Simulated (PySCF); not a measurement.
**Frontier levels across methods**

C₆H₄ClF.
Geometry (PBE0-D3(BJ)/def2-SVP, Å), atoms numbered from 1 in this order:
```
atom  x, y, z in Å
F1    -0.6607    2.7078   -0.0498
C2    -0.2496    1.4433   -0.0559
C3    -1.1940    0.4244   -0.0240
C4    -0.7469   -0.8948   -0.0309
C5     0.6137   -1.1923   -0.0689
C6     1.5327   -0.1436   -0.1001
Cl7    3.2261   -0.4961   -0.1475
C8     1.1157    1.1863   -0.0941
H9    -2.2549    0.6765    0.0057
H10   -1.4736   -1.7098   -0.0061
H11    0.9682   -2.2235   -0.0744
H12    1.8304    2.0090   -0.1183
```

Basis pcSseg-1 throughout (PySCF), one geometry. Isolated species at its PBE0-D3(BJ)/def2-SVP geometry, gas phase.

**Question.** How do the orbital energies, the gap and the dipole change with the method?

**Answer.** 
```tsv
method	kind	HOMO (eV)	LUMO (eV)	gap (eV)	μ (D)	SCF cycles
BLYP	GGA	-6.08	-1.55	4.53	1.38	14
B97-D	GGA	-6.22	-1.63	4.59	1.43	15
OPBE	GGA	-6.26	-1.63	4.63	1.40	15
KT3	GGA	-6.29	-1.65	4.64	1.41	15
B3LYP	global hybrid	-7.13	-1.04	6.08	1.52	14
PBE0	global hybrid	-7.37	-0.88	6.49	1.55	14
BHandHLYP	global hybrid	-8.26	0.14	8.40	1.67	13
CAM-B3LYP	range-separated hybrid	-8.57	0.22	8.79	1.58	13
LC-wPBE	range-separated hybrid	-9.88	1.18	11.07	1.62	13
```

The HOMO spans 3.80 eV, from BLYP down to LC-wPBE, and the gap runs from 4.53 eV (BLYP) to 11.07 eV (LC-wPBE). Over the methods BLYP (0 %), B97-D (0 %), OPBE (0 %), KT3 (0 %), B3LYP (20 %), PBE0 (25 %), BHandHLYP (50 %), a straight line through the gap against the share of exact exchange rises by 0.76 eV for each 10 % (correlation coefficient 1.000). The dipole ranges from 1.38 D (BLYP) to 1.67 D (BHandHLYP). This basis has no diffuse functions.

The vertical ΔSCF ionisation energy at wB97X-D/def2-SVPD is 9.32 eV; −ε(HOMO) comes closest to it with LC-wPBE (9.88 eV).
